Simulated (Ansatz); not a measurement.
Total energies of BiH2(NMe2) (C2H8BiN) from Ansatz at PBE0-D4/def2-TZVP, gas phase (1 Eh = 27.2114 eV = 2625.5 kJ/mol). The reference geometry is relaxed at PBE-D4/def2-SVP.

| atom | x (Å) | y (Å) | z (Å) |
| --- | --- | --- | --- |
| Bi1 | -0.049 | 1.901 | 1.099 |
| H2 | -0.137 | 2.609 | -0.602 |
| H3 | -1.869 | 1.882 | 1.142 |
| N4 | 0.005 | -0.227 | 0.509 |
| C5 | -0.923 | -0.615 | -0.534 |
| C6 | 1.350 | -0.711 | 0.258 |
| H7 | -0.679 | -0.209 | -1.553 |
| H8 | -1.954 | -0.291 | -0.284 |
| H9 | -0.935 | -1.727 | -0.627 |
| H10 | 2.042 | -0.403 | 1.070 |
| H11 | 1.349 | -1.827 | 0.241 |
| H12 | 1.800 | -0.381 | -0.717 |

```csv
state,geometry,energy (Eh)
charge 0 singlet,reference,-350.26051
charge 1 doublet,reference,-349.97422
free Bi atom (quartet),–,-214.61763
free H atom (doublet),–,-0.50104
free N atom (quartet),–,-54.54382
free C atom (triplet),–,-37.80537
```

In the def2 sets Bi takes a core potential; there is no spin–orbit coupling.

Problem. Work out the vertical ionisation energy to the doublet.

Solution. E(charge 1 doublet) − E(charge 0 singlet) = -349.97422 − (-350.26051) = 0.28629 Eh = 7.79 eV. For comparison, −ε of the highest occupied level is 6.04 eV at this level, 1.75 eV less.

Problem. What is the binding energy per atom against free atoms?

Solution. Atoms: 1 × (-214.61763) + 8 × (-0.50104) + 1 × (-54.54382) + 2 × (-37.80537) = -348.78051 Eh. Binding: -348.78051 − (-350.26051) = 1.48000 Eh = 40.27 eV, or 3.36 eV for each of 12 atoms (no zero-point energy, no counterpoise term).
